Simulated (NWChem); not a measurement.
System: 2-heptanone (C7H14O); SMILES C(CCCC(=O)C)C

The following NWChem deck was run.

```
start job
memory heap 200 mb stack 900 mb global 1100 mb
geometry units angstroms noautoz
  C      0.228420     4.149778     0.258946
  C      0.310906     2.835674    -0.518094
  C     -0.111959     1.612420     0.301337
  C     -0.029857     0.296392    -0.474547
  C     -0.454672    -0.920724     0.340858
  C     -0.357628    -2.243488    -0.413305
  C     -0.798227    -3.486436     0.343757
  O      0.050328    -2.300708    -1.562885
  H      0.536354     5.015298    -0.361638
  H      0.884315     4.130746     1.154610
  H     -0.805470     4.344296     0.613982
  H     -0.323432     2.897586    -1.430235
  H      1.348941     2.682228    -0.888390
  H      0.522439     1.546423     1.215049
  H     -1.151670     1.762156     0.673193
  H      1.004400     0.135759    -0.847125
  H     -0.657341     0.353696    -1.389829
  H      0.155322    -1.014805     1.269302
  H     -1.500228    -0.813429     0.712032
  H     -1.869413    -3.406173     0.624581
  H     -0.647055    -4.382048    -0.285479
  H     -0.230245    -3.591353     1.291509
end
basis spherical
  C library def2-svp
  O library def2-svp
  H library def2-svp
end
dft
  xc b3lyp
  iterations 150
  semidirect filesize 400000000
  vectors input atomic output neutral.movecs
end
task dft energy
charge 1
dft
  odft
  mult 2
  vectors input atomic output cation.movecs
end
task dft energy
```

NWChem printed, in part:

```
             Northwest Computational Chemistry Package (NWChem) 7.3.0
             --------------------------------------------------------

 C1  symmetry detected

                             Geometry "geometry" -> ""
                             -------------------------

 Output coordinates in angstroms (scale by  1.889725989 to convert to a.u.)

  No.       Tag          Charge          X              Y              Z
 ---- ---------------- ---------- -------------- -------------- --------------
    1 C                    6.0000    -0.19820483     4.11164162     0.00885845
    2 C                    6.0000     0.53475505     2.77011232    -0.01423692
    3 C                    6.0000    -0.40354116     1.55945090     0.00881620
    4 C                    6.0000     0.32816258     0.21603943    -0.01402398
    5 C                    6.0000    -0.60687650    -0.98897485     0.00513208
    6 C                    6.0000     0.10927132    -2.33619999     0.00428980
    7 C                    6.0000    -0.77667018    -3.57198179    -0.00758832
    8 O                    8.0000     1.32769612    -2.41761369     0.01130554
    9 H                    1.0000     0.50703403     4.96676787    -0.01282018
   10 H                    1.0000    -0.82108323     4.21541708     0.92210957
   11 H                    1.0000    -0.87649702     4.21583130    -0.86399925
   12 H                    1.0000     1.18126035     2.71021527    -0.91793058
   13 H                    1.0000     1.22963236     2.70622796     0.85250743
   14 H                    1.0000    -1.05158721     1.61539254     0.91357744
   15 H                    1.0000    -1.10052558     1.61956692    -0.85853351
   16 H                    1.0000     1.02377276     0.14448497     0.84929016
   17 H                    1.0000     0.97983922     0.15211127    -0.91179445
   18 H                    1.0000    -1.27756803    -0.96263120     0.89531804
   19 H                    1.0000    -1.30603688    -0.97164630    -0.86282194
   20 H                    1.0000    -1.39993737    -3.58955079    -0.92626838
   21 H                    1.0000    -0.15135481    -4.48208627     0.03244029
   22 H                    1.0000    -1.47989520    -3.55971688     0.85099722

 Effective nuclear repulsion energy (a.u.)     364.8321534818

                                 NWChem DFT Module
                                 -----------------

 Summary of "ao basis" -> "ao basis" (spherical)
 ------------------------------------------------------------------------------
       Tag                 Description            Shells   Functions and Types
 ---------------- ------------------------------  ------  ---------------------
 C                          def2-svp                 6       14   3s2p1d
 O                          def2-svp                 6       14   3s2p1d
 H                          def2-svp                 3        5   2s1p

            General Information
            -------------------
          SCF calculation type: DFT
          Wavefunction type:  closed shell.
          No. of atoms     :    22
          No. of electrons :    64
           Alpha electrons :    32
            Beta electrons :    32
          Charge           :     0
          Spin multiplicity:     1
          Use of symmetry is: off; symmetry adaption is: off
          Maximum number of iterations: 150
          AO basis - number of functions:   182
                     number of shells:    90
          Convergence on energy requested:  1.00D-06
          Convergence on density requested:  1.00D-05
          Convergence on gradient requested:  5.00D-04

              XC Information
              --------------
                         B3LYP Method XC Potential
                     Hartree-Fock (Exact) Exchange  0.200
                        Slater Exchange Functional  0.800 local
                    Becke 1988 Exchange Functional  0.720 non-local
              Lee-Yang-Parr Correlation Functional  0.810
                  VWN I RPA Correlation Functional  0.190 local

             Grid Information
             ----------------
          Grid used for XC integration:  medium
          Radial quadrature: Mura-Knowles
          Angular quadrature: Lebedev.
          Tag              B.-S. Rad. Rad. Pts. Rad. Cut. Ang. Pts.
          ---              ---------- --------- --------- ---------
          C                   0.70       49          15.0       434
          O                   0.60       49          13.0       434
          H                   0.35       45          15.0       434
          Grid pruning is: on
          Number of quadrature shells:  1022
          Spatial weights used:  Erf1

      Superposition of Atomic Density Guess
      -------------------------------------

 Sum of atomic energies:        -345.05473368

      Non-variational initial energy
      ------------------------------

 Total energy =    -350.398373
 1-e energy   =   -1187.102708
 2-e energy   =     471.872182
 HOMO         =      -0.323222
 LUMO         =      -0.010770

------------------------------------------------------------
EAF file 0: "./job.aoints.0" size=276299776 bytes
------------------------------------------------------------
               write      read    awrite     aread      wait
               -----      ----    ------     -----      ----
     calls:      527         0         0         0         0
   data(b): 2.76e+08  0.00e+00  0.00e+00  0.00e+00
   time(s): 0.00e+00  0.00e+00  0.00e+00  0.00e+00  0.00e+00
rate(mb/s): 0.00e+00  0.00e+00
------------------------------------------------------------

   convergence    iter        energy       DeltaE   RMS-Dens  Diis-err
 ---------------- ----- ----------------- --------- --------- ---------
 d= 0,ls=0.0,diis     1   -350.0066967883 -7.15D+02  1.65D-02  1.16D+00
 d= 0,ls=0.0,diis     2   -349.7070011903  3.00D-01  1.22D-02  4.39D+00
 d= 0,ls=0.0,diis     3   -350.1495882901 -4.43D-01  1.19D-03  6.57D-02
 d= 0,ls=0.0,diis     4   -350.1551538233 -5.57D-03  4.54D-04  6.78D-03
 d= 0,ls=0.0,diis     5   -350.1558924646 -7.39D-04  1.26D-04  3.15D-04
  Resetting Diis
 d= 0,ls=0.0,diis     6   -350.1559347963 -4.23D-05  2.45D-05  1.32D-05
 d= 0,ls=0.0,diis     7   -350.1559363636 -1.57D-06  1.78D-05  1.52D-06
 d= 0,ls=0.0,diis     8   -350.1559361312  2.32D-07  9.70D-06  3.87D-06

         Total DFT energy =     -350.155936131155
      One electron energy =    -1195.199484118326
           Coulomb energy =      531.908085590934
    Exchange-Corr. energy =      -51.696691085561
 Nuclear repulsion energy =      364.832153481797

 Numeric. integr. density =       64.000022643903

                       DFT Final Molecular Orbital Analysis
                       ------------------------------------

 Vector   30  Occ=2.000000D+00  E=-3.277135D-01
              MO Center=  5.8D-02,  1.9D+00, -2.4D-03, r^2= 5.7D+00
   Bfn.  Coefficient  Atom+Function         Bfn.  Coefficient  Atom+Function
  ----- ------------  ---------------      ----- ------------  ---------------
    33     -0.266972   3 C  py               19      0.251185   2 C  py
   113     -0.214565   9 H  s                18      0.199798   2 C  px
    47      0.192781   4 C  py               32     -0.184987   3 C  px
     5     -0.181448   1 C  py               61     -0.166023   5 C  py
    59     -0.152478   5 C  s                60     -0.135354   5 C  px

 Vector   31  Occ=2.000000D+00  E=-3.211384D-01
              MO Center=  5.1D-02,  1.8D+00, -2.6D-03, r^2= 3.6D+00
   Bfn.  Coefficient  Atom+Function         Bfn.  Coefficient  Atom+Function
  ----- ------------  ---------------      ----- ------------  ---------------
    34      0.263149   3 C  pz               20     -0.239083   2 C  pz
   138      0.236716  14 H  s               143     -0.237246  15 H  s
   128      0.212019  12 H  s               133     -0.212333  13 H  s
    48     -0.188361   4 C  pz              148     -0.169449  16 H  s
   153      0.168008  17 H  s               139      0.163701  14 H  s

 Vector   32  Occ=2.000000D+00  E=-2.496340D-01
              MO Center=  7.2D-01, -2.3D+00,  7.9D-03, r^2= 2.2D+00
   Bfn.  Coefficient  Atom+Function         Bfn.  Coefficient  Atom+Function
  ----- ------------  ---------------      ----- ------------  ---------------
   103      0.561525   8 O  py              106      0.396487   8 O  py
    59     -0.368444   5 C  s                87      0.263129   7 C  s
    61      0.203723   5 C  py               64      0.191355   5 C  py
    89      0.167562   7 C  py               88      0.160076   7 C  px
    75     -0.158002   6 C  py               63     -0.145752   5 C  px

 Vector   33  Occ=0.000000D+00  E=-1.843687D-02
              MO Center=  1.7D-01, -2.3D+00,  2.9D-03, r^2= 2.4D+00
   Bfn.  Coefficient  Atom+Function         Bfn.  Coefficient  Atom+Function
  ----- ------------  ---------------      ----- ------------  ---------------
    76      0.521462   6 C  pz               79      0.491251   6 C  pz
   107     -0.419951   8 O  pz              104     -0.409289   8 O  pz
   169      0.286766  20 H  s               159     -0.284305  18 H  s
   164      0.278374  19 H  s               179     -0.271824  22 H  s
    65      0.143515   5 C  pz              158     -0.133835  18 H  s

 Vector   34  Occ=0.000000D+00  E= 4.506859D-02
              MO Center= -1.2D+00, -1.4D+00, -1.5D-02, r^2= 8.0D+00
   Bfn.  Coefficient  Atom+Function         Bfn.  Coefficient  Atom+Function
  ----- ------------  ---------------      ----- ------------  ---------------
    59      1.522587   5 C  s                87      1.520490   7 C  s
   164     -0.886233  19 H  s               159     -0.880873  18 H  s
   169     -0.771591  20 H  s               179     -0.758414  22 H  s
    31      0.738591   3 C  s                73     -0.613173   6 C  s
    63     -0.462085   5 C  px              144     -0.451654  15 H  s

 Vector   35  Occ=0.000000D+00  E= 5.876389D-02
              MO Center= -1.8D-01,  2.0D+00, -3.7D-03, r^2= 1.3D+01
   Bfn.  Coefficient  Atom+Function         Bfn.  Coefficient  Atom+Function
  ----- ------------  ---------------      ----- ------------  ---------------
     3      1.355860   1 C  s                17      1.078374   2 C  s
    87     -0.903942   7 C  s                31      0.799231   3 C  s
   129     -0.693758  12 H  s               134     -0.690646  13 H  s
   119     -0.657503  10 H  s               124     -0.656945  11 H  s
   114     -0.650923   9 H  s               139     -0.545265  14 H  s

------------------------------------------------------------
EAF file 0: "./job.aoints.0" size=471334912 bytes
------------------------------------------------------------
               write      read    awrite     aread      wait
               -----      ----    ------     -----      ----
     calls:      899         7         0      6286      6286
   data(b): 4.71e+08  3.67e+06  0.00e+00  3.30e+09
   time(s): 0.00e+00  0.00e+00  0.00e+00  0.00e+00  0.00e+00
rate(mb/s): 0.00e+00  0.00e+00
------------------------------------------------------------

     Multipole analysis of the density
     ---------------------------------

     L   x y z        total         alpha         beta         nuclear
     -   - - -        -----         -----         ----         -------
     0   0 0 0     -0.000000    -32.000000    -32.000000     64.000000

     1   1 0 0     -1.020706     -0.510353     -0.510353     -0.000000
     1   0 1 0      0.100645      0.050322      0.050322     -0.000000
     1   0 0 1     -0.009325     -0.004662     -0.004662      0.000000

     2   2 0 0    -41.004814    -91.960224    -91.960224    142.915635
     2   1 1 0      5.296219     -7.817397     -7.817397     20.931013
     2   1 0 1     -0.003628      0.055887      0.055887     -0.115402
     2   0 2 0    -38.677090   -826.306528   -826.306528   1613.935966
     2   0 1 1      0.059099     -0.141595     -0.141595      0.342288
     2   0 0 2    -37.626134    -35.641573    -35.641573     33.657012

                                 NWChem DFT Module
                                 -----------------

            General Information
            -------------------
          SCF calculation type: DFT
          Wavefunction type:  spin polarized.
          No. of atoms     :    22
          No. of electrons :    63
           Alpha electrons :    32
            Beta electrons :    31
          Charge           :     1
          Spin multiplicity:     2
          Use of symmetry is: off; symmetry adaption is: off
          Maximum number of iterations: 150
          AO basis - number of functions:   182
                     number of shells:    90
          Convergence on energy requested:  1.00D-06
          Convergence on density requested:  1.00D-05
          Convergence on gradient requested:  5.00D-04

              XC Information
              --------------
                         B3LYP Method XC Potential
                     Hartree-Fock (Exact) Exchange  0.200
                        Slater Exchange Functional  0.800 local
                    Becke 1988 Exchange Functional  0.720 non-local
              Lee-Yang-Parr Correlation Functional  0.810
                  VWN I RPA Correlation Functional  0.190 local

             Grid Information
             ----------------
          Grid used for XC integration:  medium
          Radial quadrature: Mura-Knowles
          Angular quadrature: Lebedev.
          Tag              B.-S. Rad. Rad. Pts. Rad. Cut. Ang. Pts.
          ---              ---------- --------- --------- ---------
          C                   0.70       49          15.0       434
          O                   0.60       49          13.0       434
          H                   0.35       45          15.0       434
          Grid pruning is: on
          Number of quadrature shells:  1022
          Spatial weights used:  Erf1

      Superposition of Atomic Density Guess
      -------------------------------------

 Sum of atomic energies:        -345.05473368

 Renormalizing density from      64.00 to     63

      Non-variational initial energy
      ------------------------------

 Total energy =    -346.480695
 1-e energy   =   -1168.554229
 2-e energy   =     457.241380
 HOMO         =      -0.562703
 LUMO         =      -0.242592

------------------------------------------------------------
EAF file 0: "./job.aoints.0" size=276299776 bytes
------------------------------------------------------------
               write      read    awrite     aread      wait
               -----      ----    ------     -----      ----
     calls:      527         0         0         0         0
   data(b): 2.76e+08  0.00e+00  0.00e+00  0.00e+00
   time(s): 0.00e+00  0.00e+00  0.00e+00  0.00e+00  0.00e+00
rate(mb/s): 0.00e+00  0.00e+00
------------------------------------------------------------

[...]
```

Level: B3LYP/def2-SVP, vertical spin-unrestricted ions. Structure relaxed at the PBE-D3(BJ)/def2-SVP level. No frequency run checked for a minimum.
